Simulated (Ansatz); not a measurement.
Computed with Ansatz on PBE0-D4/def2-TZVP structures; ΔE is electronic, products minus reactants. CCSD(T)/CBS adds triple-zeta CCSD(T) − MP2 to the extrapolated MP2 energy (def2 sets, frozen cores). This one scheme is used for every species. Functionals use def2-TZVPP. One conformer a species, not always the lowest.

Consider the silylene formation by 1,1-elimination: `O=COC[SiH2]S` → `O=COCS` + `[SiH2]`.

| level | ΔE (kcal/mol) |
| --- | --- |
| PBE | 76.3 |
| r2SCAN | 82.4 |
| HF/def2-TZVPP | 71.9 |
| MP2/def2-TZVPP | 81.0 |
| CCSD/def2-TZVPP | 74.5 |
| CCSD(T)/def2-TZVPP | 75.6 |
| SCS-MP2/def2-QZVPP | 78.7 |
| HF/CBS(def2) | 72.0 |

Problem. What does CCSD(T)/CBS give? (Best estimate.)

Solution. Ansatz gave: +77.9 kcal/mol. The listed levels differ from it by -1.6, 4.5, -6.0, 3.1, -3.4, -2.3, 0.8, -5.9 kcal/mol.

Largest T1 diagnostic among the species: 0.015.

In def2-TZVPP, CCSD(T) changes the Hartree–Fock value by +3.7 kcal/mol (the triples alone add +1.1 kcal/mol) and MP2 by +9.1 kcal/mol. From PBE to PBE0 (25 % exact exchange), in def2-TZVPP and without D4, ΔE moves by +2.4 kcal/mol. The D4 term adds +3.6 kcal/mol with B3LYP and +2.0 kcal/mol with PBE0; it sums over pairs of atoms, weighted by their polarisabilities, and B3LYP, whose exchange is more repulsive, gets the larger term.

B3LYP here is the variant with VWN-RPA as its local correlation; programs differ in this.
